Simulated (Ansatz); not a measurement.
Geometry optimisation of FH$_{3}$SSi$_{2}$ (`F[SiH]1[SiH2]S1`).

```yaml
crystal:
  periodic: [false, false, false]
  atoms:
    - {symbol: F, position_ang: [-2.357844, 0.292682, 0.274703]}
    - {symbol: Si, position_ang: [-0.918158, 0.322352, -0.510237]}
    - {symbol: Si, position_ang: [1.013090, -0.113203, 0.573014]}
    - {symbol: S, position_ang: [0.056174, -1.573066, -0.782433]}
    - {symbol: H, position_ang: [-1.118885, 1.160391, -1.733267]}
    - {symbol: H, position_ang: [1.027141, -0.525203, 2.014910]}
    - {symbol: H, position_ang: [2.359682, 0.368046, 0.117509]}
basis:
  gaussian: {orbitals: def2-TZVP}
hamiltonian: {xc: pbe0, dispersion: d4}
relax: {f_tol: 0.005, max_steps: 150}
```

```sh
$ ansatz run in.yaml --threads 2 --pin off --events-out ev --progress --plain --max-ram 4352MiB
```

Output, abridged:

```
Functional definition: PBE0
mean field -29347.80284462 eV, -1078.5118618845 hartree, gradient 5.9e-5 eV, S^2 0.000000; 0 other end points of the search recorded, 0 dependent functions left out
relax step   1: F+E_penalty+E_count = -29347.96480692 eV  Δ(F+E_penalty+E_count) = +0.000e0 eV  max|allowed force component| = 1.181e0 eV/Å  Δτ_max = 0.0000 Å  (26 SCF iters, accepted)
mean field -29347.84802295 eV, -1078.5135221574 hartree, gradient 2.0e-5 eV, S^2 0.000000; 0 other end points of the search recorded, 0 dependent functions left out
relax step   2: F+E_penalty+E_count = -29348.01066734 eV  Δ(F+E_penalty+E_count) = -4.586e-2 eV  max|allowed force component| = 7.331e-1 eV/Å  Δτ_max = 0.0250 Å  (29 SCF iters, accepted)
mean field -29347.86055320 eV, -1078.5139826359 hartree, gradient 2.2e-5 eV, S^2 0.000000; 0 other end points of the search recorded, 0 dependent functions left out
relax step   3: F+E_penalty+E_count = -29348.02358129 eV  Δ(F+E_penalty+E_count) = -1.291e-2 eV  max|allowed force component| = 6.719e-2 eV/Å  Δτ_max = 0.0241 Å  (29 SCF iters, accepted)
mean field -29347.86088425 eV, -1078.5139948015 hartree, gradient 2.0e-5 eV, S^2 0.000000; 0 other end points of the search recorded, 0 dependent functions left out
relax step   4: F+E_penalty+E_count = -29348.02390401 eV  Δ(F+E_penalty+E_count) = -3.227e-4 eV  max|allowed force component| = 4.171e-2 eV/Å  Δτ_max = 0.0174 Å  (29 SCF iters, accepted)
mean field -29347.86113536 eV, -1078.5140040297 hartree, gradient 1.9e-5 eV, S^2 0.000000; 0 other end points of the search recorded, 0 dependent functions left out
relax step   5: F+E_penalty+E_count = -29348.02413907 eV  Δ(F+E_penalty+E_count) = -2.351e-4 eV  max|allowed force component| = 1.380e-2 eV/Å  Δτ_max = 0.0068 Å  (31 SCF iters, accepted)
mean field -29347.86114813 eV, -1078.5140044991 hartree, gradient 5.0e-5 eV, S^2 0.000000; 0 other end points of the search recorded, 0 dependent functions left out
relax step   6: F+E_penalty+E_count = -29348.02415218 eV  Δ(F+E_penalty+E_count) = -1.311e-5 eV  max|allowed force component| = 5.241e-3 eV/Å  Δτ_max = 0.0011 Å  (20 SCF iters, accepted)
mean field -29347.86116056 eV, -1078.5140049557 hartree, gradient 8.1e-6 eV, S^2 0.000000; 0 other end points of the search recorded, 0 dependent functions left out
relax step   7: F+E_penalty+E_count = -29348.02416421 eV  Δ(F+E_penalty+E_count) = -1.204e-5 eV  max|allowed force component| = 1.792e-3 eV/Å  Δτ_max = 0.0028 Å  (24 SCF iters, accepted)
mean field -29347.86116056 eV, -1078.5140049557 hartree, gradient 8.3e-6 eV, S^2 0.000000; 1 other end points of the search recorded, 0 dependent functions left out
Total energy: -29348.02419466 eV, -1078.5199963484 hartree
Atom 0 at    -2.321868     0.289562     0.255807 Å, force    -0.000507     0.000710     0.000397 eV/Å
Atom 1 at    -0.916891     0.319915    -0.498824 Å, force     0.000374    -0.001281     0.001448 eV/Å
Atom 2 at     1.000836    -0.112529     0.567285 Å, force    -0.001510    -0.000431     0.000475 eV/Å
Atom 3 at     0.051808    -1.545576    -0.764186 Å, force     0.000976     0.001290    -0.001792 eV/Å
Atom 4 at    -1.104910     1.141498    -1.710147 Å, force     0.000637    -0.000583    -0.000296 eV/Å
Atom 5 at     1.023429    -0.526350     1.989458 Å, force     0.000014     0.000872     0.000691 eV/Å
Atom 6 at     2.328796     0.365479     0.114808 Å, force     0.000014    -0.000575    -0.000922 eV/Å
Dipole moment:     0.254764     0.242697     0.020875 e Å
```

It took 22 s on 2 threads of an Arm Neoverse V2 on a shared host, with 0.37 GiB of host memory at the peak.
